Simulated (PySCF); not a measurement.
Compound: CH2BF3O.
Atom-mapped SMILES: `[F:1][CH2:2][O:3][B:4]([F:5])[F:6]` (hydrogens: H7, H8 on C2)

Torsions of this conformer, `[F:1][CH2:2][O:3][B:4]([F:5])[F:6]`: F1–C2–O3–B4 -69°, C2–O3–B4–F5 177°.

The closed-shell ground state was solved at several levels (PySCF, density fitting, gas phase, non-relativistic). Isolated species at its GFN2-xTB geometry (one conformer only).

```csv
level,basis functions,total energy (Eh),HOMO (eV),LUMO (eV),gap (eV),dipole (D)
CAM-B3LYP/def2-SVPD,148,-438.6544,-11.54,0.75,12.29,2.30
B3LYP/pcJ-1,182,-439.0905,-9.62,0.69,10.31,2.29
```

Problem. What might PBE0/pcSseg-1 (112 basis functions) give for the same quantities?

Solution. Total energy -438.6023 Eh, HOMO -9.88 eV, LUMO 1.00 eV, gap 10.88 eV, dipole 2.30 D.

Problem. Over all these levels, which gives the widest orbital gap and which the narrowest?

Solution. CAM-B3LYP/def2-SVPD (range-separated hybrid) has the widest, 12.29 eV, and B3LYP/pcJ-1 (global hybrid, 20 % exact exchange) the narrowest, 10.31 eV. Functional and basis both differ between the two, so the spread mixes both effects.

Problem. How far do the dipole and the HOMO energy spread over the levels?

Solution. The dipole runs from 2.29 to 2.30 D (mean 2.30 D) and the HOMO from -11.54 to -9.62 eV.
